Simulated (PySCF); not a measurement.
C6H11NSi2.
SMILES: `CC#CC#CCN([SiH3])[SiH3]`

Method: TDDFT B3LYP/def2-SVPD, vertical, gas phase, core orbitals frozen in the response in PySCF 2.14.0, density-fitted response routines. One conformer (not necessarily the lowest) at the PBE0-D3(BJ)/def2-SVP geometry, without solvent, vibrations or thermal averaging. Torsions of this conformer, `[CH3:1][C:2]#[C:3][C:4]#[C:5][CH2:6][N:7]([SiH3:8])[SiH3:9]`: C5–C6–N7–Si8 -85°.

| state | E (eV) | E (kJ/mol) | λ (nm) | f | main configurations (H = HOMO, L = LUMO) |
| --- | --- | --- | --- | --- | --- |
| S1 | 4.50 | 434 | 275.4 | 0.0000 | H→L (84%) |
| S2 | 4.69 | 452 | 264.5 | 0.0047 | H-1→L (47%), H→L+1 (43%) |
| S3 | 4.75 | 458 | 261.1 | 0.0004 | H-1→L+1 (82%) |
| S4 | 5.44 | 525 | 227.8 | 0.047 | H-2→L (75%), H-1→L (14%) |
| S5 | 5.77 | 557 | 214.7 | 0.0009 | H-2→L+1 (92%) |
| S6 | 5.89 | 568 | 210.6 | 0.021 | H-1→L+2 (67%), H→L+2 (14%), H-2→L (10%) |
| S7 | 5.92 | 571 | 209.6 | 0.0018 | H→L+2 (78%), H-1→L+2 (15%) |
| S8 | 6.23 | 601 | 199.1 | 0.045 | H-2→L+2 (55%), H-1→L+3 (29%) |
| S9 | 6.26 | 604 | 198.1 | 0.0029 | H→L+3 (73%), H→L+4 (15%) |
| S10 | 6.31 | 609 | 196.4 | 0.186 | H-1→L+3 (49%), H-2→L+2 (29%) |

Triplets (Tamm–Dancoff): T1 3.74 eV, H-1→L (43%), H→L+1 (38%); T2 4.07 eV, H→L (60%), H-1→L+1 (25%); T3 4.09 eV, H→L+1 (53%), H-1→L (33%); T4 4.60 eV, H-1→L+1 (59%), H→L (28%).

The lowest singlet lies at 4.50 eV (275 nm, ultraviolet) and is dark (f under 0.0005); its leading configuration is HOMO→LUMO (84%). The most intense listed level is S10 at 6.31 eV (196 nm, f = 0.186), 1.81 eV above S1. It is the last of those listed, so stronger ones may follow. Löwdin shares by element: HOMO (one of a set within 0.03 eV) carbon 82% or more (atoms not listed hold the other 18%); LUMO carbon 64% or more (atoms not listed hold the other 36%). Weighted by f, the mean energy of these states is 6.11 eV. Orbital energies (eV): HOMO-3 -9.12, HOMO-2 -7.18, HOMO-1 -6.70, HOMO -6.68, LUMO -0.81, LUMO+1 -0.59, LUMO+2 0.00. The listed states span 1.81 eV, and the widest gap between neighbours is 0.69 eV (S3 to S4). All these states lie below the vertical ionisation energy of 8.40 eV (ΔSCF). Singlets were solved by full linear response, triplets in the Tamm–Dancoff approximation.
